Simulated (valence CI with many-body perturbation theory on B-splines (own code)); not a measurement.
**E1 transitions of Nb28+**

Calculated by valence CI with perturbative core correlation (CI+MBPT): three valence electrons over a frozen Dirac-Fock core [Ne], radial functions for each j: 11 s, 11 p, 9 d, 7 f, 5 g, 2 h, 1 i, with the one-electron correlation potential Σ1 (screened to all orders), the two-electron term Σ2, the three-electron term Σ3, Breit, model QED; selected single and double excitations, second order for the rest (own B-spline code, finite nucleus).

The last digits are not significant, and no measured levels were compared; by estimate large intervals hold to a few tenths of a per cent, small ones and those within an open d or f shell to about a per cent.

Lines 1 to 50 of 280 in falling wavelength, among levels below 2589200 cm⁻¹, chosen from the strongest by gf and those to the six lowest levels. Wavelengths and rates use the calculated energies. Electric multipoles are in the length gauge, E1 and E2 with the static RPA response of the core. Weak lines are less certain than strong ones. Lines between different terms over intervals too small for the method are left out, as are lines whose strength nearly cancels. Where a level lies close to another of its J and parity, the split of strength between their lines is uncertain. The highest levels of a list are the least certain.

Names give the largest LS component (configuration and term), which can be under half, so a name can repeat, a term be missing and a line seem to break the LS rules; names also repeat where a configuration has a term twice. Letters in brackets count levels of one name in rising energy.

```tsv
λ vac (nm)	Upper	Lower	A (s⁻¹)	S (a.u.) with core polarisation	S without
29.76	3s3p² ⁴P_1/2	3s²3p ²P°_3/2	6.90e+07	1.80e-03	1.84e-03
24.17	3p³ ²D°_5/2	3s3p² ²P_3/2	1.66e+09	6.93e-02	7.11e-02
23.38	3p²3d ⁴F_9/2 [a]	3s3p3d ²F°_7/2 [b]	1.07e+09	6.73e-02	6.91e-02
22.33	3s3p² ⁴P_3/2	3s²3p ²P°_3/2	1.95e+08	4.29e-03	4.40e-03
20.61	3p²3d ²G_7/2	3s3p3d ²F°_5/2 [b]	2.13e+09	7.37e-02	7.57e-02
19.99	3s3p² ⁴P_5/2	3s²3p ²P°_3/2	1.54e+09	3.64e-02	3.74e-02
19.85	3p²3d ⁴F_9/2 [a]	3s3p3d ²F°_7/2 [a]	3.70e+09	1.43e-01	1.46e-01
19.31	3s3p² ⁴P_1/2	3s²3p ²P°_1/2	2.11e+09	1.50e-02	1.54e-02
18.91	3p²3d ⁴F_5/2	3s3p3d ²F°_5/2 [a]	2.77e+09	5.55e-02	5.69e-02
18.62	3p²3d ²F_5/2	3s3p3d ⁴D°_5/2	3.11e+09	5.95e-02	6.11e-02
18.14	3p³ ²P°_1/2	3s3p² ²S_1/2	9.26e+09	5.46e-02	5.60e-02
17.81	3p²3d ²D_3/2	3s3p3d ²P°_1/2 [a]	5.02e+09	5.61e-02	5.75e-02
17.80	3s3p3d ²F°_5/2 [a]	3s²3d ²D_3/2	2.94e+09	4.90e-02	5.04e-02
17.70	3p²3d ⁴F_3/2	3s3p3d ⁴D°_1/2	6.08e+09	6.66e-02	6.83e-02
17.65	3p³ ²D°_3/2	3s3p² ²D_3/2	3.08e+09	3.35e-02	3.44e-02
17.61	3p²3d ⁴F_3/2	3s3p3d ⁴D°_3/2	4.44e+09	4.79e-02	4.91e-02
17.55	3p²3d ²F_7/2 [a]	3s3p3d ⁴D°_7/2	3.28e+09	7.00e-02	7.19e-02
17.53	3p²3d ²F_7/2 [a]	3s3p3d ⁴D°_5/2	2.19e+09	4.66e-02	4.79e-02
17.40	3p²3d ²D_5/2 [b]	3s3p3d ²F°_7/2 [b]	4.10e+09	6.40e-02	6.57e-02
17.28	3p²3d ⁴D_1/2	3s3p3d ⁴P°_1/2	9.50e+09	4.84e-02	4.97e-02
17.26	3p²3d ⁴D_3/2	3s3p3d ²D°_5/2 [a]	7.86e+09	7.98e-02	8.19e-02
17.17	3p²3d ⁴D_5/2	3s3p3d ²D°_5/2 [a]	4.24e+09	6.37e-02	6.53e-02
16.97	3p²3d ⁴F_9/2 [b]	3s3p3d ²F°_7/2 [b]	6.37e+09	1.53e-01	1.58e-01
16.93	3s3p² ²D_3/2	3s²3p ²P°_3/2	1.02e+09	9.77e-03	1.00e-02
16.56	3p²3d ²F_7/2 [a]	3s3p3d ²F°_5/2 [a]	2.82e+09	5.07e-02	5.20e-02
16.28	3p³ ⁴S°_3/2	3s3p² ²D_5/2	6.25e+09	5.33e-02	5.47e-02
16.18	3p²3d ²F_7/2 [b]	3s3p3d ²D°_5/2 [b]	5.14e+09	8.61e-02	8.82e-02
16.00	3p²3d ⁴F_5/2	3s3p3d ⁴P°_5/2	6.83e+09	8.28e-02	8.50e-02
15.99	3p²3d ⁴F_5/2	3s3p3d ⁴D°_3/2	8.21e+09	9.94e-02	1.02e-01
15.89	3p²3d ⁴F_9/2 [a]	3s3p3d ⁴D°_7/2	4.73e+09	9.37e-02	9.61e-02
15.88	3s3p² ⁴P_3/2	3s²3p ²P°_1/2	4.58e+07	3.62e-04	3.72e-04
15.86	3p²3d ⁴D_5/2	3s3p3d ⁴P°_3/2	4.69e+09	5.55e-02	5.69e-02
15.65	3p²3d ⁴D_5/2	3s3p3d ⁴D°_7/2	5.58e+09	6.33e-02	6.50e-02
15.61	3p²3d ⁴F_3/2	3s3p3d ⁴F°_5/2	7.74e+09	5.81e-02	5.97e-02
15.58	3p²3d ⁴F_7/2	3s3p3d ⁴F°_9/2	1.49e+10	2.22e-01	2.28e-01
15.38	3p²3d ²D_5/2 [b]	3s3p3d ²D°_3/2 [b]	5.18e+09	5.58e-02	5.72e-02
15.37	3p²3d ⁴F_5/2	3s3p3d ⁴F°_7/2	1.83e+10	1.97e-01	2.02e-01
15.22	3p³ ²D°_3/2	3s3p² ⁴P_5/2	1.76e+10	1.22e-01	1.26e-01
15.12	3s3p3d ⁴F°_3/2	3s3p² ²D_3/2	9.04e+08	6.16e-03	6.31e-03
15.04	3p³ ²D°_5/2	3s3p² ²D_3/2	6.13e+08	6.17e-03	6.34e-03
15.02	3p²3d ⁴F_9/2 [b]	3s3p3d ²F°_7/2 [a]	1.05e+10	1.76e-01	1.81e-01
15.01	3s3p² ²P_1/2	3s²3p ²P°_3/2	3.72e+09	1.24e-02	1.27e-02
14.85	3p²3d ⁴F_9/2 [a]	3s3p3d ⁴F°_9/2	1.76e+10	2.84e-01	2.92e-01
14.85	3s3p² ²D_5/2	3s²3p ²P°_3/2	3.99e+09	3.87e-02	3.98e-02
14.76	3p²3d ²D_5/2 [a]	3s3p3d ⁴D°_7/2	1.39e+10	1.33e-01	1.36e-01
14.64	3p²3d ⁴P_3/2 [a]	3s3p3d ⁴D°_5/2	1.37e+10	8.50e-02	8.72e-02
14.63	3p²3d ⁴P_1/2	3s3p3d ⁴P°_3/2	1.52e+10	4.69e-02	4.81e-02
14.60	3p²3d ²P_3/2 [b]	3s3p3d ²P°_1/2 [a]	7.17e+09	4.40e-02	4.52e-02
14.57	3p²3d ⁴F_3/2	3p³ ²D°_5/2	1.14e+10	6.99e-02	7.17e-02
14.56	3p²3d ²F_7/2 [b]	3s3p3d ²F°_7/2 [b]	6.03e+09	7.34e-02	7.54e-02
```
